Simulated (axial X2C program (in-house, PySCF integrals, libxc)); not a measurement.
# Bond lengths and stretching modes, held linear, of GaNC⁺

Calculated with an in-house all-electron X2C program for linear molecules (integrals from PySCF): two-component X2C with atomic mean-field Coulomb and Gaunt terms, Gaussian nuclei, basis Ga dyall-v3z, N dyall-av3z, C dyall-v3z with contracted cores. Spin-free rows use the one-electron spin-free X2C Hamiltonian.

Masses Ga 68.926, N 14.003, C 12.000 u. States: 2c Ω = 1/2 (beyond evenly filled blocks: ω = 1/2); spin-free M_S = 1/2, Λ = 0 (beyond evenly filled blocks: σα).

TPSSh, spin-free: energies above the lowest point

| r(Ga–N) (Å) | r(N–C) (Å) | E (meV) |
| --- | --- | --- |
| 2.2601 | 1.1271 | 71.06 |
| 2.2601 | 1.1560 | 0.00 |
| 2.2601 | 1.1849 | 23.39 |
| 2.3180 | 1.1271 | 75.91 |
| 2.3180 | 1.1560 | 8.58 |
| 2.3180 | 1.1849 | 35.85 |
| 2.3180 | 1.2138 | 140.61 |
| 2.3760 | 1.1271 | 84.76 |
| 2.3760 | 1.1560 | 20.17 |
| 2.3760 | 1.1849 | 50.32 |
| 2.4339 | 1.1560 | 34.65 |
| 2.4339 | 1.2138 | 176.84 |

Question: Fit a quadratic surface with cubic terms in each bond: where is the minimum, and what are the two stretching wavenumbers?

Answer: At TPSSh, spin-free: bonds 2.117 and 1.165 Å; harmonic stretches 124.3 and 2108.1 cm⁻¹; force constants 0.174, 17.1 and coupling 0.28 mdyn/Å.

The other levels and Hamiltonians give:

```json
{"Hamiltonian": "2c", "level": "PBE0", "r(Ga–N) (Å)": "2.315", "r(N–C) (Å)": "1.154", "lower stretch (cm⁻¹)": "141.2", "upper stretch (cm⁻¹)": "2186.8"}
{"Hamiltonian": "2c", "level": "TPSSh", "r(Ga–N) (Å)": "2.115", "r(N–C) (Å)": "1.165", "lower stretch (cm⁻¹)": "123.9", "upper stretch (cm⁻¹)": "2107.9"}
{"Hamiltonian": "spin-free", "level": "PBE0", "r(Ga–N) (Å)": "2.315", "r(N–C) (Å)": "1.154", "lower stretch (cm⁻¹)": "141.4", "upper stretch (cm⁻¹)": "2187.0"}
```

Each state is one determinant, the lowest of a limited PBE0 search; the stretches come from a fit to these few points and carry an uncertainty of a few per cent. Other orders of the atoms were not compared. Left out for rough or failed fits: HF 2c, MP2 2c, HF spin-free, MP2 spin-free. The molecule was held linear; bending was not examined, so a bent shape may lie lower.
